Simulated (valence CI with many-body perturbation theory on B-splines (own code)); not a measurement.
# Sn XVIII in brief

Computed by configuration interaction combined with many-body perturbation theory (CI+MBPT): five valence electrons over a frozen Dirac-Fock core [Ar] 3d10, radial functions for each j: 11 s, 11 p, 10 d, 8 f, 5 g, 2 h, with the one-electron correlation potential Σ1 (screened to all orders), the two-electron term Σ2, the three-electron term Σ3, Breit, model QED; selected single and double excitations, second order for the rest, scaled by the run's own slope (own B-spline code, finite nucleus).

No measured levels were compared; by estimate levels hold to about 250 cm⁻¹ or 0.2 % of their energy and the worst to 1 %, as in measured heavy ions of charge 2 to 7; those with d or f electrons hold less well. Among the levels kept, up to 2100 cm⁻¹ of a level comes from second order outside the variational space, and about a tenth of that is noise between levels of different J, which matters for small intervals.

Names give the largest LS component (configuration and term), which can be under half, so a name can repeat, a term be missing and a line seem to break the LS rules; names also repeat where a configuration has a term twice.

Rates and lifetimes use the calculated energies. Strong lines usually hold to 10 to 20 %, long lifetimes can be off by a factor of two.

(1) What is the ground level?

(2) How well does LS coupling describe the low levels?

(3) Where does the other parity begin?

(4) Name the longest-lived excited levels whose lifetime is computed, and their main decay.

(5) What is the ionisation energy?

Results:

(1) 4s²4p³ ⁴S°_3/2, composition 50 % 4s²4p³ ⁴S° + 31 % 4s²4p³ ²P° + 16 % 4s²4p³ ²D°, g = 1.586.

(2) Among the lowest 20 levels the leading LS term, summed over configurations, holds 66 % on average. For single configurations the figures are 61 % in LS and 71 % in jj coupling. Terms mix most in the J = 1/2 level at 633580 cm⁻¹, where the leading one holds 38 %.

(3) At 4s4p⁴ ⁴P_5/2, 399160 cm⁻¹.

(4) 4s²4p³ ²D°_5/2 at 86191 cm⁻¹ lives 809 μs, mostly by M1 to 4s²4p³ ⁴S°_3/2; 4s²4p³ ²D°_3/2 at 65851 cm⁻¹ lives 165 μs, mostly by M1 to 4s²4p³ ⁴S°_3/2; 4s²4p³ ²P°_1/2 at 115020 cm⁻¹ lives 111 μs, mostly by M1 to 4s²4p³ ⁴S°_3/2. The lifetime of 4s²4p²4d ⁴F_9/2 is too uncertain to give, and may be longer.

(5) 467.99 eV; NIST lists 466 ± 3 eV (theoretical).
